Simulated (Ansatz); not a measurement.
Relaxation of C₄H₁₁NSi (17 atoms, charge 0, multiplicity 1), to a largest force component of 0.02 eV/Å in at most 50 steps.

All numbers below come from RKS revPBE/STO-3G in Ansatz 0.2.0.

```xyz
17
Properties=species:S:1:pos:R:3:forces:R:3
C -0.072 -1.972 0.744 -10.68 5.03 2.03
C 0.364 -0.795 0.195 1.28 2.86 -1.64
C 1.763 -0.847 -0.331 0.09 -3.68 4.03
N -0.265 0.441 0.079 -4.97 -0.17 1.73
C 0.317 1.592 -0.558 1.47 1.55 -0.17
Si -2.032 0.724 0.292 -0.86 -0.02 1.03
H 0.506 -2.829 0.795 -0.91 -7.19 1.66
H -1.080 -1.990 1.138 -0.79 -0.84 0.99
H 0.965 -2.146 0.455 14.11 3.52 -5.47
H 1.843 -0.550 -1.347 0.03 0.20 -1.89
H 2.432 -0.188 0.292 -0.26 -0.64 -0.24
H -0.180 2.562 -0.348 -0.78 -0.33 0.20
H 0.348 1.484 -1.641 0.51 0.05 -1.11
H 1.297 1.755 -0.117 1.43 -0.04 -0.35
H -2.579 -0.205 1.344 0.32 0.62 -0.81
H -2.224 2.153 0.726 0.05 -0.98 -0.30
H -2.685 0.504 -1.011 -0.04 0.06 0.31
```

Where does it end, and by what steps?

It converged. Limits of this set-up: minimal basis. After 16 steps the energy has fallen by 9.911 eV; H9 moved furthest, 1.26 Å. The start is strongly strained (largest force component 14 eV/Å), so its close contacts needn't be bonds. Parted: C1–H9, H7–H9. Joined: C3–H9.

```csv
step,energy less start (eV),largest force component (eV/Å),accepted
0,0.0000,14.113,yes
1,-3.9494,9.768,yes
2,-6.3412,7.207,yes
3,-7.9829,4.628,yes
4,-9.0321,2.706,yes
5,-9.5793,1.229,yes
6,-9.8024,0.465,yes
7,-9.8519,0.154,yes
8,-9.8519,0.342,no
9,-9.8681,0.073,yes
10,-9.8773,0.103,yes
11,-9.8889,0.211,yes
12,-9.8954,0.313,yes
13,-9.9049,0.175,yes
14,-9.9036,0.222,no
15,-9.9103,0.029,yes
16,-9.9114,0.015,yes
```

```xyz
17
Properties=species:S:1:pos:R:3
C -0.421 -1.931 0.520
C 0.270 -0.799 0.191
C 1.789 -0.879 -0.100
N -0.335 0.512 0.150
C 0.373 1.596 -0.611
Si -2.085 0.709 0.467
H 0.101 -2.891 0.621
H -1.502 -1.939 0.718
H 2.137 -1.919 0.047
H 2.022 -0.584 -1.145
H 2.369 -0.220 0.578
H -0.147 2.561 -0.430
H 0.393 1.421 -1.716
H 1.424 1.707 -0.266
H -2.407 0.168 1.784
H -2.346 2.142 0.432
H -2.916 0.038 -0.534
```

Whether the end is a true minimum wasn't checked by a vibrational analysis.

Time of the run: 75 s on 1 thread of Arm Neoverse V1, with other jobs on the host, peak memory 0.13 GiB.
